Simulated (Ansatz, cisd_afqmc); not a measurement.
System: Cl, charge 1, triplet.

Total energies in aug-cc-pV(T+d)Z, 6 correlated electrons, 5 frozen orbitals. Radicals and triplets start from unrestricted determinants; spin-orbit coupling is neglected. Correlated methods leave the cores frozen. No relativity. The Monte Carlo rows (phaseless AFQMC, CISD trial, step 0.005/hartree) carry one-sigma bars that omit the constraint's bias. Outlying blocks are dropped, and bars are widened where a walk drifts. Over all cases where full CI ran beside it in this data, AFQMC minus full CI had a median of +0.1 mEh and passed +0.4 mEh in a tenth of the cases. Full CI freezes restricted core orbitals and the other rows unrestricted ones, which leaves a small offset even where coupled cluster is exact.

```csv
method,program,energy (Eh),error against FCI (mEh)
HF,Ansatz,-459.05338,155.71
MP2,Ansatz,-459.17874,30.35
CCSD,Ansatz,-459.20372,5.37
CCSD(T),Ansatz,-459.20830,0.79
CCSDT(Q),Ansatz,-459.20917,-0.07
CCSDTQ,Ansatz,-459.20918,-0.09
AFQMC/CISD,cisd_afqmc,-459.2088 ± 0.0002,0.3 ± 0.2
FCI,Ansatz,-459.20909,0.00
```

Ansatz is an electronic-structure program.
